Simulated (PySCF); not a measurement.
PySCF input for Ba(Cl)2 cation (BaCl2), SMILES [Cl][Ba][Cl] (connectivity only; charge and spin as stated), charge +1, multiplicity 2, B3LYP-D3(BJ)/def2-TZVP. Geometry optimised at B3LYP-D3(BJ)/def2-TZVP. The spin state was assumed, not searched. The isomer is the one that the SMILES or the coordinates give; other isomers of the formula were not compared. The def2 effective core potentials stand for the cores of Ba; spin–orbit coupling is left out.

```python
import numpy as np
from pyscf import gto, scf, dft
from pyscf.hessian import thermo

mol = gto.M(
    atom='''
    Ba    0.00000000    0.00000000    0.92943547
    Cl    0.00000000    1.34901328   -1.53083489
    Cl    0.00000000   -1.34901329   -1.53083488
    ''',
    basis='def2-TZVP',
    ecp={'Ba': 'def2-tzvp'},
    charge=1,
    spin=1,
    max_memory=1600,
    verbose=3,
)
mf = dft.UKS(mol, xc='b3lyp').density_fit(auxbasis='def2-universal-jkfit')
mf.disp = 'd3bj'
mf.grids.level = 3
mf.conv_tol = 1e-11
mf.max_cycle = 100
mf.kernel()
fine, coarse = mf.grids, dft.Grids(mol).set(level=1).build(with_non0tab=True)
for _ in range(3):  # follow internal instabilities
    mf.grids = coarse
    mo, _, stable, _ = mf.stability(return_status=True, nroots=4)
    mf.grids = fine
    if stable:
        break
    mf.kernel(mf.make_rdm1(mo, mf.mo_occ))

# [left out here: the lines that compute and print the analytic Hessian (its translational invariance restored by hand, since the grid's response is missing), thermochemistry and intensities]
```

Output:

```

WARN: HOMO -0.420792355745024 >= LUMO -0.420792355745022

converged SCF energy = -945.822085780372  <S^2> = 0.75494552  2S+1 = 2.0049394
<class 'pyscf.df.df_jk.DFUKS'> wavefunction is stable in the internal stability analysis

WARN: DFTD3 does not support analytical Hessian, using finite difference


WARN: Mole.unit (angstrom) is changed to Bohr

Mode                                 0                   1                   2
Irrep
Freq [cm^-1]                      182.5539            193.4532            274.9115
Reduced mass [au]                  40.0621             38.4948             41.1002
Force const [Dyne/A]                0.7866              0.8488              1.8301
Char temp [K]                     262.6545            278.3361            395.5364
Normal mode                   x     y     z       x     y     z       x     y     z
       0  Ba                -0.00 -0.00  0.03   -0.00  0.03  0.00    0.00 -0.00  0.04
       1  Cl                 0.00 -0.09 -0.07    0.00 -0.05  0.10   -0.00  0.08 -0.07
       2  Cl                 0.00  0.09 -0.07   -0.00 -0.05 -0.10   -0.00 -0.08 -0.07
temperature 298.1500 [K]
pressure 101325.00 [Pa]
Rotational constants [GHz] 3.91686 1.78561 1.22648
Symmetry number 2
Zero-point energy (ZPE) 0.00148 [Eh]   3893.358 [J/mol]
                           tot       elec      trans        rot        vib
Entropy [J/mol/K]       317.917      5.763    175.328    111.464     25.362
Cv [J/mol/K]             47.672      0.000     12.472     12.472     22.728
Cp [J/mol/K]             55.986      0.000     20.786     12.472     22.728
Internal energy [J/mol]                      3718.434   3718.434   8125.961
Internal energy [Eh]   -945.81616  -945.82209
Enthalpy [J/mol]                             6197.391   3718.434   8125.961
Enthalpy [Eh]          -945.81521
Gibbs free energy [J/mol]                  -46076.517 -29514.649    564.183
Gibbs free energy [Eh] -945.85132
mode   freq/cm-1   IR/(km/mol)
   1      182.55        13.764
   2      193.45         0.109
   3      274.91        35.308
max |gradient| / (hartree/bohr): 0.0035872528431466675
APT charges: [ 1.6088 -0.3044 -0.3044]
```

The calculation finished and met its thresholds.
